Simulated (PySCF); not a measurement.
trisilylphosphine (H9PSi3), singlet, geometry from GFN2-xTB.

The PySCF input:
```python
from pyscf import gto, scf, cc

mol = gto.Mole()
mol.atom = '''
    Si   -0.731504    1.823058   -0.407917
    P     0.188212   -0.173504   -0.737277
    Si    1.864737   -0.162405    0.722091
    Si   -1.275283   -1.529703    0.242275
    H     0.236601    2.814525   -0.869990
    H    -1.054774    2.071249    1.000379
    H    -1.955103    1.860164   -1.204897
    H     2.822957    0.836621    0.255715
    H     2.443405   -1.503574    0.709543
    H     1.428875    0.171890    2.081382
    H    -0.684659   -2.865665    0.231555
    H    -2.496811   -1.479831   -0.557180
    H    -1.574971   -1.136111    1.622375
'''
mol.basis = 'sto-3g'
mol.charge = 0
mol.spin = 0
mol.verbose = 4
mol.build()

mf = scf.RHF(mol)
mf.kernel()

mycc = cc.CCSD(mf)
mycc.level_shift = 0.2
mycc.kernel()
et = mycc.ccsd_t()
print('E(CCSD(T)) = %.10f' % (mycc.e_tot + et))
mf.analyze()
```

**Question.** Predict the MP2 correlation energy from PySCF with CCSD(T)/STO-3G.

**Answer.** -0.1628 Eh

**Question.** What is the computed number of basis functions (CCSD(T)/STO-3G)?

**Answer.** 45

**Question.** What SCF-reference HOMO energy does CCSD(T)/STO-3G give?

**Answer.** -6.12 eV

**Question.** Estimate the nuclear repulsion energy that CCSD(T)/STO-3G returns for this input.

**Answer.** 347.6884 Eh

**Question.** Give the T1 diagnostic at the level CCSD(T)/STO-3G.

**Answer.** 0.003
